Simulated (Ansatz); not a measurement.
A short molecular-dynamics run on `[CH3][Cd][O]C(C)(C)C`.

```yaml
crystal:
  periodic: [false, false, false]
  atoms:
    - {symbol: C, position_ang: [-2.417740, 3.168483, -0.087515]}
    - {symbol: Cd, position_ang: [-0.803349, 1.845158, -0.043952]}
    - {symbol: O, position_ang: [0.829185, 0.721951, -0.000535]}
    - {symbol: C, position_ang: [0.797944, -0.680179, 0.022553]}
    - {symbol: C, position_ang: [2.250398, -1.147651, 0.056626]}
    - {symbol: C, position_ang: [0.112705, -1.221901, -1.230035]}
    - {symbol: C, position_ang: [0.067830, -1.179939, 1.267290]}
    - {symbol: H, position_ang: [-3.311070, 2.675417, 0.297050]}
    - {symbol: H, position_ang: [-2.201358, 4.040657, 0.530291]}
    - {symbol: H, position_ang: [-2.605427, 3.495376, -1.110599]}
    - {symbol: H, position_ang: [2.322294, -2.238299, 0.076770]}
    - {symbol: H, position_ang: [2.778288, -0.777730, -0.824608]}
    - {symbol: H, position_ang: [2.746820, -0.747131, 0.942791]}
    - {symbol: H, position_ang: [0.608932, -0.834672, -2.122676]}
    - {symbol: H, position_ang: [0.129885, -2.314609, -1.268205]}
    - {symbol: H, position_ang: [-0.937543, -0.906764, -1.257352]}
    - {symbol: H, position_ang: [0.531174, -0.761599, 2.163587]}
    - {symbol: H, position_ang: [0.083974, -2.270683, 1.343278]}
    - {symbol: H, position_ang: [-0.982934, -0.865915, 1.245261]}
basis:
  gaussian: {orbitals: def2-SVP}
hamiltonian: {xc: {name: revPBE}, dispersion: d3bjatm}
md: {timestep: 1 fs, n_steps: 50, ensemble: nvt_langevin, temperature: 700, initial_velocities: maxwell_boltzmann, friction: 0.01, seed: 638}
```

```sh
$ ansatz run in.yaml --threads 2 --pin off --events-out ev --progress --plain --max-ram 32768MiB --backend cuda --devices 0, --max-vram 18GiB
```

| step | time (fs) | potential energy (eV) | kinetic (eV) | T (K) | conserved (eV) |
| --- | --- | --- | --- | --- | --- |
| 0 | 0.0 | -11986.7147 | 1.6287 | 663 | – |
| 1 | 1.0 | -11986.6031 | 1.5735 | 641 | – |
| 2 | 2.0 | -11986.3749 | 1.4006 | 570 | – |
| 3 | 3.0 | -11986.1980 | 1.2728 | 518 | – |
| 4 | 4.0 | -11986.1191 | 1.1933 | 486 | – |
| 5 | 5.0 | -11986.0668 | 1.1204 | 456 | – |
| 6 | 6.0 | -11985.9999 | 1.0050 | 409 | – |
| 7 | 7.0 | -11985.8915 | 0.9217 | 375 | – |
| 8 | 8.0 | -11985.7634 | 0.8011 | 326 | – |
| 9 | 9.0 | -11985.7854 | 0.8500 | 346 | – |
| 10 | 10.0 | -11986.0153 | 1.0924 | 445 | – |
| 11 | 11.0 | -11986.1828 | 1.3391 | 545 | – |
| 12 | 12.0 | -11986.1214 | 1.2922 | 526 | – |
| 13 | 13.0 | -11985.9462 | 1.2007 | 489 | – |
| 14 | 14.0 | -11985.8907 | 1.1145 | 454 | – |
| 15 | 15.0 | -11985.9153 | 1.0667 | 434 | – |
| 16 | 16.0 | -11985.8950 | 1.0567 | 430 | – |
| 17 | 17.0 | -11985.8336 | 0.9605 | 391 | – |
| 18 | 18.0 | -11985.7659 | 0.9088 | 370 | – |
| 19 | 19.0 | -11985.7047 | 0.8505 | 346 | – |
| 20 | 20.0 | -11985.7666 | 0.9476 | 386 | – |
| 21 | 21.0 | -11985.9661 | 1.0957 | 446 | – |
| 22 | 22.0 | -11986.0594 | 1.1389 | 464 | – |
| 23 | 23.0 | -11985.9359 | 1.0091 | 411 | – |
| 24 | 24.0 | -11985.7754 | 0.9100 | 371 | – |
| 25 | 25.0 | -11985.7506 | 0.9574 | 390 | – |
| 26 | 26.0 | -11985.8000 | 1.0162 | 414 | – |
| 27 | 27.0 | -11985.8061 | 1.0935 | 445 | – |
| 28 | 28.0 | -11985.7715 | 1.1037 | 449 | – |
| 29 | 29.0 | -11985.6853 | 0.9209 | 375 | – |
| 30 | 30.0 | -11985.6056 | 0.8275 | 337 | – |
| 31 | 31.0 | -11985.6750 | 0.8823 | 359 | – |
| 32 | 32.0 | -11985.8689 | 1.0193 | 415 | – |
| 33 | 33.0 | -11985.9508 | 1.1309 | 460 | – |
| 34 | 34.0 | -11985.8625 | 1.0751 | 438 | – |
| 35 | 35.0 | -11985.7668 | 1.0108 | 412 | – |
| 36 | 36.0 | -11985.7632 | 1.0394 | 423 | – |
| 37 | 37.0 | -11985.8426 | 1.0478 | 427 | – |
| 38 | 38.0 | -11985.9627 | 1.1553 | 470 | – |
| 39 | 39.0 | -11986.0431 | 1.1673 | 475 | – |
| 40 | 40.0 | -11986.0135 | 1.0701 | 436 | – |
| 41 | 41.0 | -11985.9070 | 0.9772 | 398 | – |
| 42 | 42.0 | -11985.9053 | 0.9969 | 406 | – |
| 43 | 43.0 | -11986.0652 | 1.0723 | 437 | – |
| 44 | 44.0 | -11986.1594 | 1.1769 | 479 | – |
| 45 | 45.0 | -11986.0787 | 1.0340 | 421 | – |
| 46 | 46.0 | -11985.9196 | 0.9458 | 385 | – |
| 47 | 47.0 | -11985.8236 | 0.8065 | 328 | – |
| 48 | 48.0 | -11985.8598 | 0.8844 | 360 | – |
| 49 | 49.0 | -11985.9429 | 1.0022 | 408 | – |
| 50 | 50.0 | -11985.9722 | 1.0271 | 418 | – |

Velocities are drawn at the set temperature; a run this short doesn't reach equilibrium.

Frames (Å, forces in eV/Å):

```xyz
19
time=0.0 fs
C    -2.418    3.168   -0.088    0.237   -0.152   -0.003
Cd   -0.803    1.845   -0.044   -0.218    0.087   -0.001
O     0.829    0.722   -0.001    0.478    0.473   -0.003
C     0.798   -0.680    0.023   -0.052   -0.126    0.004
C     2.250   -1.148    0.057    0.000   -0.027    0.000
C     0.113   -1.222   -1.230   -0.013   -0.045    0.008
C     0.068   -1.180    1.267   -0.014   -0.044   -0.009
H    -3.311    2.675    0.297   -0.474   -0.270    0.209
H    -2.201    4.041    0.530    0.109    0.472    0.337
H    -2.605    3.495   -1.111   -0.105    0.175   -0.553
H     2.322   -2.238    0.077    0.051   -0.523    0.010
H     2.778   -0.778   -0.825    0.276    0.183   -0.429
H     2.747   -0.747    0.943    0.260    0.198    0.432
H     0.609   -0.835   -2.123    0.232    0.184   -0.452
H     0.130   -2.315   -1.268   -0.003   -0.542   -0.046
H    -0.938   -0.907   -1.257   -0.487    0.150   -0.025
H     0.531   -0.762    2.164    0.214    0.199    0.453
H     0.084   -2.271    1.343   -0.005   -0.540    0.065
H    -0.983   -0.866    1.245   -0.486    0.150    0.004
19
time=6.0 fs
C    -2.422    3.088   -0.106   -1.914    2.291   -0.144
Cd   -0.815    1.866   -0.055    1.388   -1.426    0.188
O     0.882    0.690   -0.052   -0.168    0.880    0.539
C     0.834   -0.726    0.041   -2.326    0.269    0.754
C     2.246   -1.213    0.087    1.531   -0.052   -2.074
C     0.058   -1.191   -1.179    2.305   -0.548   -1.923
C     0.114   -1.197    1.311   -0.120    1.090    1.181
H    -3.427    2.722    0.272    0.735   -0.331   -0.495
H    -2.306    4.015    0.545    0.360   -0.575   -0.439
H    -2.567    3.506   -1.165    0.027   -0.517    0.934
H     2.436   -2.313   -0.043   -0.455    0.300    0.728
H     2.638   -0.838   -0.909    0.442    0.120    0.825
H     2.792   -0.741    0.935    0.014   -0.298   -0.264
H     0.719   -0.672   -1.977   -1.473   -0.535    0.222
H     0.245   -2.286   -1.370   -0.667    0.317    0.117
H    -1.014   -0.898   -1.220    0.270   -0.071    0.040
H     0.693   -0.649    2.135   -0.716   -0.889   -0.263
H     0.175   -2.316    1.412   -0.222    0.608    0.196
H    -0.969   -0.804    1.366    0.991   -0.632   -0.122
19
time=12.0 fs
C    -2.463    3.054   -0.133   -0.429    2.080    1.751
Cd   -0.817    1.879   -0.062    1.885   -1.768    0.067
O     0.931    0.680   -0.103   -0.887    0.753    1.201
C     0.807   -0.741    0.088    0.286    0.044   -1.126
C     2.281   -1.270    0.078   -0.325    0.652   -1.181
C     0.041   -1.180   -1.178    0.145   -1.352    1.049
C     0.146   -1.191    1.364    0.710   -0.746    0.036
H    -3.420    2.608    0.175   -0.128   -0.368   -0.135
H    -2.315    3.947    0.589   -0.065   -0.984   -0.667
H    -2.536    3.521   -1.104   -0.272    0.222   -1.009
H     2.377   -2.377    0.062   -0.090    0.135    0.115
H     2.698   -0.841   -0.869    0.198   -0.385    0.272
H     2.862   -0.814    0.898   -0.072   -0.107    0.215
H     0.513   -0.603   -1.921    0.693    0.875   -1.823
H     0.157   -2.240   -1.425   -0.020   -0.580   -0.060
H    -1.032   -0.956   -1.191   -0.471    0.225    0.351
H     0.715   -0.788    2.168    0.700    0.791    1.378
H     0.141   -2.279    1.575    0.035   -0.171   -0.529
H    -0.851   -0.851    1.456   -1.892    0.686    0.097
19
time=18.0 fs
C    -2.511    3.046   -0.147   -0.915   -0.294   -1.524
Cd   -0.811    1.881   -0.064    1.640   -1.427   -0.198
O     0.958    0.696   -0.134   -1.074    0.206    1.423
C     0.801   -0.731    0.100    1.735    0.451   -1.421
C     2.305   -1.315    0.038   -0.800    0.372    1.811
C     0.042   -1.190   -1.162   -0.841    0.129   -2.113
C     0.165   -1.176    1.438   -1.461   -0.274    2.121
H    -3.418    2.387    0.048    0.678    0.810   -0.071
H    -2.334    3.815    0.583   -0.334    0.767    0.976
H    -2.581    3.569   -1.159   -0.078   -0.631    0.774
H     2.276   -2.433    0.215    0.278    0.670   -0.739
H     2.875   -0.895   -0.807   -0.261   -0.545   -0.563
H     2.881   -0.898    0.916   -0.492   -0.168   -0.211
H     0.341   -0.547   -2.144   -0.142   -1.418    2.132
H     0.069   -2.284   -1.436    0.306    0.390    0.260
H    -1.062   -0.988   -1.079    0.253    0.079    0.244
H     0.746   -0.862    2.400   -0.592    0.113   -1.514
H     0.076   -2.308    1.639    0.288    0.911   -0.870
H    -0.964   -0.842    1.608    1.815   -0.139   -0.518
19
time=24.0 fs
C    -2.556    3.049   -0.172    1.099    1.349    2.025
Cd   -0.801    1.876   -0.066    1.116   -0.787   -0.241
O     0.968    0.717   -0.127   -0.835   -0.086    0.998
C     0.834   -0.704    0.075    0.740    0.104   -0.321
C     2.311   -1.329    0.037   -0.385   -0.012    0.131
C     0.002   -1.210   -1.157   -1.132   -1.252    3.712
C     0.168   -1.173    1.528    1.702   -0.055   -3.462
H    -3.346    2.310   -0.065   -0.752   -0.182    0.419
H    -2.458    3.834    0.735   -0.620   -1.513   -1.938
H    -2.643    3.513   -1.156    0.045    0.487   -0.341
H     2.240   -2.444    0.182    0.056    0.484   -0.169
H     3.001   -1.121   -0.860   -1.194    0.035    0.754
H     2.799   -0.925    0.944    0.340    0.016   -0.023
H     0.281   -0.735   -2.029    0.848    1.626   -2.334
H     0.080   -2.283   -1.333    0.001   -0.757    0.074
H    -1.057   -1.001   -0.877   -0.059    0.010   -0.516
H     0.714   -0.859    2.380    1.353    0.483    1.146
H     0.095   -2.251    1.487    0.023   -0.958    0.192
H    -0.801   -0.807    1.674   -2.345    1.007   -0.106
19
time=30.0 fs
C    -2.555    3.085   -0.174   -0.564   -2.882   -2.666
Cd   -0.788    1.872   -0.068    0.586   -0.204   -0.124
O     0.969    0.732   -0.114   -0.509   -0.280    0.440
C     0.872   -0.684    0.036   -1.119    0.150    0.666
C     2.288   -1.328    0.055   -0.832    0.229    1.185
C    -0.076   -1.261   -1.123    1.823   -0.053   -0.187
C     0.204   -1.157    1.554   -0.049    1.707   -1.541
H    -3.380    2.303   -0.061    0.551    0.616   -0.143
H    -2.697    3.764    0.584   -0.117    2.179    2.399
H    -2.721    3.573   -1.176    0.325   -0.262    0.491
H     2.200   -2.407    0.104   -0.408   -0.953    0.655
H     2.945   -1.292   -0.791    0.547    1.162   -1.258
H     2.784   -0.963    0.984    0.226   -0.122   -0.393
H     0.279   -0.789   -2.156   -0.816   -0.843    1.817
H     0.062   -2.395   -1.153   -0.408    0.904   -0.214
H    -1.129   -1.013   -0.850    0.114   -0.038   -0.417
H     0.865   -0.774    2.428   -0.701   -0.756   -1.202
H     0.156   -2.280    1.429   -0.315    0.723    0.801
H    -0.851   -0.610    1.684    1.665   -1.280   -0.307
19
time=36.0 fs
C    -2.532    3.095   -0.190   -1.433    1.926    1.677
Cd   -0.776    1.872   -0.071    0.465    0.049    0.026
O     0.970    0.734   -0.096   -0.425    0.085   -0.055
C     0.876   -0.662    0.017   -2.118   -0.846    1.855
C     2.243   -1.333    0.093    1.489   -0.730   -1.889
C    -0.112   -1.311   -1.093    0.791    1.258    2.498
C     0.258   -1.109    1.516    1.519    0.669   -2.233
H    -3.357    2.370   -0.082   -0.217   -0.358   -0.196
H    -2.899    3.930    0.638    1.521   -1.812   -1.450
H    -2.716    3.634   -1.147    0.392   -0.290   -0.079
H     2.091   -2.468    0.137    0.248    1.028    0.009
H     2.875   -1.126   -0.877   -0.796   -0.234    1.415
H     2.851   -1.027    0.995   -0.466   -0.008   -0.644
H     0.163   -0.988   -2.056    0.771    0.576   -1.927
H    -0.066   -2.374   -1.031   -0.053   -1.488   -0.015
H    -1.158   -0.990   -0.950   -0.205    0.109    0.333
H     0.981   -0.832    2.285    0.259    0.358    0.375
H     0.133   -2.179    1.566   -0.267   -1.020   -0.008
H    -0.672   -0.619    1.679   -1.473    0.730    0.307
19
time=42.0 fs
C    -2.541    3.108   -0.173    0.394   -2.438   -2.779
Cd   -0.763    1.877   -0.073    0.093    0.151    0.079
O     0.967    0.744   -0.077   -0.350   -0.246   -0.333
C     0.835   -0.660    0.036   -0.572   -0.942    0.977
C     2.219   -1.353    0.086   -1.465    0.482    0.411
C    -0.142   -1.328   -1.023    0.962   -0.520   -1.260
C     0.335   -1.053    1.431   -2.949   -0.664    1.709
H    -3.361    2.352   -0.165    0.043    0.188   -0.018
H    -2.729    3.804    0.556   -0.237    2.062    2.675
H    -2.601    3.653   -1.145    0.175   -0.285    0.061
H     2.040   -2.413    0.174    0.200   -1.018   -0.319
H     2.725   -1.037   -0.758    1.699    0.234   -2.569
H     2.817   -1.049    0.934    0.216    0.453    0.769
H     0.207   -1.163   -2.118   -0.223   -0.065    1.315
H    -0.255   -2.472   -0.911    0.222    1.275    0.092
H    -1.165   -0.897   -0.975   -0.013    0.085    0.230
H     1.058   -0.782    2.219    0.080    0.155    0.040
H     0.056   -2.179    1.615    0.668    1.453   -0.601
H    -0.665   -0.529    1.729    1.058   -0.359   -0.479
19
time=48.0 fs
C    -2.545    3.103   -0.174    0.617    0.703    1.018
Cd   -0.751    1.882   -0.076   -0.246    0.027   -0.033
O     0.954    0.764   -0.064   -0.161   -1.089   -0.469
C     0.789   -0.683    0.055    1.255    0.721   -1.273
C     2.189   -1.352    0.050    1.235   -0.113   -1.538
C    -0.167   -1.349   -0.979   -0.099    1.591    1.120
C     0.353   -1.009    1.397   -0.471    1.872    3.445
H    -3.424    2.381   -0.240    0.599    0.934    0.353
H    -2.488    3.851    0.760   -0.568   -1.578   -1.734
H    -2.437    3.699   -1.118   -0.255   -0.199    0.379
H     2.067   -2.507    0.118    0.365    1.526   -0.129
H     2.787   -1.053   -0.919   -0.800   -0.637    1.435
H     2.742   -0.961    0.963   -0.169   -0.449   -0.908
H     0.204   -1.260   -1.983    0.357    0.074   -1.107
H    -0.337   -2.379   -0.709   -0.088   -0.980    0.046
H    -1.144   -0.821   -0.893   -0.057   -0.109   -0.205
H     1.110   -0.707    2.185   -0.309   -0.370   -0.600
H     0.103   -2.020    1.524   -0.344   -2.245    0.372
H    -0.516   -0.441    1.745   -0.859    0.324   -0.172
19
time=50.0 fs
C    -2.535    3.103   -0.172   -0.048   -0.421   -0.950
Cd   -0.749    1.883   -0.077   -0.270   -0.079   -0.127
O     0.955    0.769   -0.065   -0.156   -1.194   -0.555
C     0.782   -0.688    0.053    1.684    1.052   -1.206
C     2.186   -1.347    0.028    0.834   -0.559   -0.770
C    -0.171   -1.348   -0.956    0.415   -0.496   -0.239
C     0.354   -0.987    1.402   -1.795    0.643    3.959
H    -3.478    2.402   -0.244    1.456    1.389    0.365
H    -2.426    3.769    0.722   -0.664   -0.317   -0.268
H    -2.411    3.738   -1.121   -0.368   -0.659    0.948
H     2.113   -2.501    0.089    0.066    1.374    0.022
H     2.775   -1.097   -0.906   -0.380   -0.092    0.555
H     2.723   -0.953    0.935    0.072   -0.344   -0.680
H     0.218   -1.268   -2.018   -0.368   -0.194    0.727
H    -0.360   -2.436   -0.628    0.243    1.098   -0.715
H    -1.123   -0.809   -0.865   -0.588    0.055   -0.257
H     1.141   -0.720    2.181   -0.571   -0.205   -0.657
H     0.126   -2.062    1.507   -0.207   -0.092    0.340
H    -0.554   -0.344    1.739    0.644   -0.959   -0.493
```

It took 2 min on 2 threads of an AMD EPYC 7R13 on a shared host and a share of an NVIDIA H100 80 GB, with 0.86 GiB of host memory at the peak.
